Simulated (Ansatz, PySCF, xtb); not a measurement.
Process, species as SMILES: CCCCCO + 5 [H][H] (H2) -> 5 C (CH4) + O (H2O)
Structures are relaxed separately at B3LYP-D3(BJ)/def2-TZVP in Ansatz (a first-principles code), one conformer each, not searched for the lowest. Frequencies are from Ansatz or PySCF.

Wanted: energy of full hydrogenation (enthalpy at 298 K, with B3LYP-D3(BJ) rigid-rotor harmonic-oscillator terms), in kcal/mol. Valence correlation only, unless marked. Spin-orbit coupling is left out. Non-relativistic. CBS(X,Y): correlation extrapolated as X^-3; Hartree-Fock from the larger set. The bracket is a focal-point correction in the basis named.

From measured enthalpies of formation at 298 K: -76.5 kcal/mol (CCCCCO -70.4, CRC Handbook; [H][H] (H2) 0.0, ATcT 1.112; C (CH4) -17.8, ATcT 1.112; O (H2O) -57.8, ATcT 1.112). It holds spin-orbit effects, and any other conformers, which the calculations lack, and core correlation, which the frozen-core levels lack. This is an older compilation, not checked against later work.

```
level                                                     program  energy of full hydrogenation (kcal/mol)  error against measurement
-------------------------------------------------  --------------  ---------------------------------------  -------------------------
GFN1-xTB                                                      xtb                                   -111.0                      -34.5
HF/STO-3G                                                  Ansatz                                    -74.2                        2.3
PBE-D3(BJ)/def2-TZVPD                              Ansatz + dftd3                                    -73.0                        3.5
revPBE-D4/def2-TZVPD                               Ansatz + dftd4                                    -67.6                        8.9
revPBE/def2-TZVPD                                          Ansatz                                    -81.1                       -4.6
r2SCAN-D4/def2-TZVPD                               Ansatz + dftd4                                    -75.1                        1.4
PBE0/def2-SVP                                              Ansatz                                    -75.4                        1.1
PBE0/def2-QZVPP                                            Ansatz                                    -81.5                       -5.0
r2SCAN0-D4/def2-TZVPD                              Ansatz + dftd4                                    -77.4                       -0.9
CAM-B3LYP/def2-TZVPD                                       Ansatz                                    -82.4                       -5.9
LC-wPBE-D3(BJ)/def2-TZVPD                          Ansatz + dftd3                                    -75.6                        0.9
LC-wPBE-D4/def2-TZVPD                              Ansatz + dftd4                                    -74.8                        1.7
B2GP-PLYP-D4/def2-TZVPD                            Ansatz + dftd4                                    -76.3                        0.2
RPA@PBE/cc-pVQZ                                            Ansatz                                    -72.7                        3.8
MP2/STO-3G                                                 Ansatz                                    -48.3                       28.2
MP2/CBS(cc-pVTZ,cc-pVQZ)                                   Ansatz                                    -73.8                        2.7
SCS-MP2/STO-3G                                             Ansatz                                    -51.0                       25.5
CCSD(T)/cc-pVDZ                                            Ansatz                                    -72.0                        4.5
CCSD(T)/cc-pVQZ                                            Ansatz                                    -75.8                        0.7
RI-MP2/CBS(cc-pVTZ,cc-pVQZ)+[CCSD(T)-MP2]/cc-pVTZ          Ansatz                                    -75.6                        0.9
CCSD(T)/CBS(cc-pVTZ,cc-pVQZ)                               Ansatz                                    -75.7                        0.8
```
